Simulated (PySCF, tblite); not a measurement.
C7H15OP.
Atom-mapped SMILES: `[CH2:1]=[C:2]([CH3:3])[P:4]([CH3:5])[CH2:6][CH2:7][CH2:8][OH:9]` (hydrogens: H10, H11 on C1; H12, H13, H14 on C3; H15, H16, H17 on C5; H18, H19 on C6; H20, H21 on C7; H22, H23 on C8; H24 on O9)

Computed geometry: GFN2-xTB, gas phase.

List the bond lengths, angles and torsions at this level.

```csv
bond,length (Å)
C1=C2,1.326
C2–C3,1.501
C2–P4,1.840
P4–C5,1.848
P4–C6,1.878
C6–C7,1.527
C7–C8,1.528
C8–O9,1.408
C1–H10,1.080
C1–H11,1.076
"C3–H12, C3–H13, C3–H14",1.089
"C5–H15, C5–H16, C5–H17",1.089
"C6–H18, C6–H19",1.092
"C7–H20, C7–H21",1.094
"C8–H22, C8–H23",1.097
O9–H24,0.964
```

Bonds in one row agree within 0.01 Å and their mean is given. A selection of angles:
```csv
angle,degrees
C2–C1–H10,121.1
C2–C1–H11,123.3
H10–C1–H11,115.6
C1–C2–C3,121.8
C1–C2–P4,124.8
C3–C2–P4,113.0
C2–C3–H12,109.2
C2–C3–H13,111.2
H12–C3–H13,108.7
H12–C3–H14,107.3
C2–P4–C5,101.8
C2–P4–C6,98.2
C5–P4–C6,97.8
P4–C5–H15,111.4
P4–C5–H16,107.9
P4–C5–H17,109.5
H15–C5–H16,109.1
P4–C6–C7,111.8
P4–C6–H18,109.2
P4–C6–H19,108.5
C7–C6–H18,108.9
H18–C6–H19,108.2
C6–C7–C8,112.4
C6–C7–H20,109.8
C8–C7–H20,107.9
C8–C7–H21,109.4
H20–C7–H21,108.0
C7–C8–O9,113.3
C7–C8–H22,109.4
O9–C8–H22,105.7
O9–C8–H23,110.3
H22–C8–H23,108.3
C8–O9–H24,108.6
```

Dihedral angles: C1–C2–P4–C5 11° (synperiplanar); C2–P4–C6–C7 150°; P4–C6–C7–C8 58° (synclinal); C6–C7–C8–O9 57° (synclinal); H24–O9–C8–C7 57° (synclinal). The mirror-image conformer, all signs reversed, is as good.

Of the pairs four or more bonds apart, C5···H11 is among the closest relative to their van der Waals radii: 2.61 Å, 90 % of the sum of Bondi's values. The 3 C–P bonds span 1.840 Å (C2–P4, drawn single) to 1.878 Å (P4–C6, drawn single), a spread of 0.038 Å. The 4 C–C bonds span 1.326 Å (C1=C2, drawn double) to 1.528 Å (C7–C8, drawn single), a spread of 0.202 Å. P4 (phosphine phosphorus) is pyramidal (angles 101.8°, 98.2° and 97.8°, sum 297.8°, 0.88 Å off the plane of its three neighbours).

Point group: C1 (no symmetry element, even within 0.4 Å). Its GFN2-xTB frequencies are all real (lowest 29 cm⁻¹). The numbers are those of one conformer (C1–C2–P4–C5 11°, C2–P4–C6–C7 150°, P4–C6–C7–C8 58°, C6–C7–C8–O9 57°, C7–C8–O9–H 57°). 3 starts were optimised and ended at 0.00, 0.43 and 1.32 kcal/mol (GFN2-xTB); the lowest of these is shown.
